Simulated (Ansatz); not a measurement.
Reaction (formal exchange of groups at the Al–O bond): `[AlH2][O][SiH2]S` + `[AlH2][SeH]` → `[AlH2][AlH][SeH]` + `O[SiH2]S`

Program: Ansatz. Geometries: PBE0-D4/def2-TZVP. ΔE: electronic, gas phase. CBS: MP2 limit from def2 TZ/QZ plus the TZ coupled-cluster correction, frozen cores. Functionals use def2-TZVPP. For Se outer-core shells are correlated without core-valence functions, which leaves a few kJ/mol of doubt a bond. Scalar relativity is left out up to krypton. Each species was taken in one conformer, which may not be the lowest.

(1) Is it downhill or uphill in electronic energy at CCSD(T)/CBS, and by how much? (Best estimate.)

(2) What do these levels give: LDA (SPW92), B2PLYP, HF/def2-SVP, CCSD/def2-SVP, SCS-MP2/def2-TZVPP, CCSD(T)/def2-TZVPP? (Estimate.)

Largest T1 diagnostic among the species: 0.012.

## Answers

(1) The calculation gave: Uphill: ΔE = +37.6 kcal/mol.

(2) Computed: LDA (SPW92) 32.5, B2PLYP 39.2, HF/def2-SVP 42.5, CCSD/def2-SVP 40.2, SCS-MP2/def2-TZVPP 40.4, CCSD(T)/def2-TZVPP 37.5 kcal/mol.

At CCSD(T), def2-SVP lies +2.2 kcal/mol from the extrapolated value and def2-TZVPP −0.1 kcal/mol. In def2-TZVPP, CCSD(T) changes the Hartree–Fock value by −3.6 kcal/mol (the triples alone add −0.4 kcal/mol) and MP2 by −0.8 kcal/mol. The D4 term adds +0.9 kcal/mol with B3LYP and +0.5 kcal/mol with PBE0; it sums over pairs of atoms, weighted by their polarisabilities, and B3LYP, whose exchange is more repulsive, gets the larger term.

B3LYP here is the variant with VWN-RPA as its local correlation; programs differ in this.
